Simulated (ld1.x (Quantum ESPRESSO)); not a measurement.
osmium, PAW: configuration errors across variants

```json
{
  "Element": "Os (Z = 76)",
  "Generator": "ld1.x (Quantum ESPRESSO) 7.5",
  "Type": "PAW",
  "Functional": "PBE",
  "Relativity": "scalar-relativistic",
  "Frozen core": "[Xe] 4f14",
  "Valence charge": "8",
  "Reference configuration": "5d5 6s0 6p0 (charge +3)",
  "Partial waves": "6s (bound, empty): rcut 2.20, rcutus 2.35 bohr; 6s channel at -1.9 Ry: rcut 2.20, rcutus 2.35 bohr; 6p (bound, empty): rcut 2.50, rcutus 3.15 bohr; 6p channel at 3.15 Ry: rcut 2.50, rcutus 3.15 bohr; 5d (bound): rcut 1.50, rcutus 1.75 bohr; 5d channel at -1.8 Ry: rcut 1.50, rcutus 1.75 bohr",
  "Local potential": "all-electron potential smoothed inside 2.60 bohr (lloc = -1)",
  "Core correction": "Bessel-smoothed model core inside 0.90 bohr",
  "Augmentation charge": "PSQ, radius 1.25 bohr"
}
```

All-electron excitation energies from the reference (eV): (1) 5d6 6s2 6p0 -55.338; (2) 5d6 6s1 6p0 -45.761; (3) 5d6 6s0 6p0 -28.847; (4) 5d6 6s1 6p1 -50.281; (5) 5d6 6s0 6p1 -39.616.

A true bound ghost makes a file unfit for plane-wave use even where its test errors are small: the radial tests pick states by their node count and pass the ghost by.

Errors AE − PS in meV (a dash: test not solved or not reliable):

```csv
change,(1),(2),(3),(4),(5),bound ghosts
base,-91,-95,-83,-65,-65,none
"waves 6p (bound): rcut 1.96, rcutus 2.08 bohr; 6p channel at 3.15 Ry: rcut 1.96, rcutus 2.08 bohr",-91,-95,-83,–,–,p
"waves 6p (bound): rcut 2.22, rcutus 2.36 bohr; 6p channel at 3.15 Ry: rcut 2.22, rcutus 2.36 bohr",-91,-95,-83,–,–,none
"waves 6p (bound): rcut 2.50, rcutus 2.70 bohr; 6p channel at 3.15 Ry: rcut 2.50, rcutus 2.70 bohr",-91,-95,-83,–,–,none
"waves 6p (bound): rcut 2.50, rcutus 3.14 bohr; 6p channel at 3.15 Ry: rcut 2.50, rcutus 3.14 bohr",-91,-95,-83,-65,-65,none
"waves 6p (bound): rcut 2.50, rcutus 3.66 bohr; 6p channel at 3.15 Ry: rcut 2.50, rcutus 3.66 bohr",-91,-95,-83,–,–,none
"waves 6p (bound): rcut 2.50, rcutus 4.06 bohr; 6p channel at 3.15 Ry: rcut 2.50, rcutus 4.06 bohr",-91,-95,-83,-14,–,none
"waves 6p (bound): rcut 2.50, rcutus 4.46 bohr; 6p channel at 3.15 Ry: rcut 2.50, rcutus 4.46 bohr",-91,-95,-83,–,–,p
"waves 6p (bound): rcut 2.50, rcutus 4.74 bohr; 6p channel at 3.15 Ry: rcut 2.50, rcutus 4.74 bohr",-91,-95,-83,–,–,p
```

Question: Give the same row for: waves 6p (bound): rcut 2.50, rcutus 3.30 bohr; 6p channel at 3.15 Ry: rcut 2.50, rcutus 3.30 bohr.

Answer: -91, -95, -83, –, –; bound ghosts: none.
